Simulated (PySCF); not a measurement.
Compound: C3H11FSi2.
SMILES: `C[C@@H](CF)[SiH2][SiH3]`

Torsions of this conformer, `[CH3:1][C@@H:2]([CH2:3][F:4])[SiH2:5][SiH3:6]`: C1–C2–C3–F4 66°, C1–C2–Si5–Si6 -67°.

The closed-shell ground state was solved at several levels (PySCF, density fitting, gas phase, non-relativistic). One conformer (not necessarily the lowest) at the PBE0-D3(BJ)/def2-SVP geometry, without solvent, vibrations or thermal averaging.

| level | basis functions | HOMO (eV) | LUMO (eV) | gap (eV) | dipole (D) |
| --- | --- | --- | --- | --- | --- |
| B3LYP/def2-SVPD | 219 | -7.74 | -0.05 | 7.69 | 2.20 |
| PBE0/pcSseg-1 | 171 | -7.99 | 0.31 | 8.30 | 2.24 |

(1) Estimate the row for CAM-B3LYP/pcSseg-1, a basis of 171 functions; the other rows only guide the guess.

(2) Over all these levels, which gives the widest orbital gap and which the narrowest?

(3) How far do the dipole and the HOMO energy spread over the levels?

Answers

(1) HOMO -9.26 eV, LUMO 1.37 eV, gap 10.63 eV, dipole 2.25 D.

(2) CAM-B3LYP/pcSseg-1 (range-separated hybrid) has the widest, 10.63 eV, and B3LYP/def2-SVPD (global hybrid, 20 % exact exchange) the narrowest, 7.69 eV. Functional and basis both differ between the two, so the spread mixes both effects.

(3) The dipole runs from 2.20 to 2.25 D (mean 2.23 D) and the HOMO from -9.26 to -7.74 eV.
